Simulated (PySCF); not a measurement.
BeH₂O, SMILES [BeH][OH]. The structure is a stationary point at B3LYP-D3(BJ)/def2-TZVPD.

Computed equilibrium geometry at B3LYP-D3(BJ)/def2-TZVPD (PySCF confirms it by a frequency run) as Cartesian coordinates in Å, and its point group:
point group Cs.
```xyz
4

Be    -0.0301     0.8599     0.0000
H     -0.0650     2.1851     0.0000
O      0.0766    -0.5354     0.0000
H     -0.4278    -1.3414     0.0000
```
